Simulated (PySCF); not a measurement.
Scandium: a sound run and one with changed settings

Sound run: Sc⁺ [Ar] 3d1 4s1, Sc²⁺ [Ar] 3d1. Computed with PySCF 2.14 in x2c-TZVPall, with scalar relativity by spin-free X2C-1e. The sound run starts from symmetry-adapted Hartree-Fock orbitals and uses a fine grid where one is needed.

Changed run: 14 angular points. This setting is unsound on purpose.

```json
{"species": "Sc⁺", "method": "UHF", "sound run (hartree)": "-763.07766", "changed run (hartree)": "-763.07766", "converged": "yes"}
{"species": "Sc⁺", "method": "BP86", "sound run (hartree)": "-764.02796", "changed run (hartree)": "-764.02830", "converged": "yes"}
{"species": "Sc⁺", "method": "PBE", "sound run (hartree)": "-763.71356", "changed run (hartree)": "-763.71312", "converged": "yes"}
{"species": "Sc²⁺", "method": "UHF", "sound run (hartree)": "-762.62829", "changed run (hartree)": "-762.62829", "converged": "yes"}
{"species": "Sc²⁺", "method": "BP86", "sound run (hartree)": "-763.54523", "changed run (hartree)": "-763.53710", "converged": "yes"}
{"species": "Sc²⁺", "method": "PBE", "sound run (hartree)": "-763.23189", "changed run (hartree)": "-763.22434", "converged": "yes"}
```

Ionisation energy of Sc⁺:

```
method  sound run (eV)  changed run (eV)
   UHF          12.228            12.228
```

A coarse angular grid integrates products of high-l functions wrongly, so density functionals can shift, and the SCF can exploit the error; Hartree-Fock and MP2 need no grid.

For comparison, NIST gives 12.800 eV between the lowest levels.
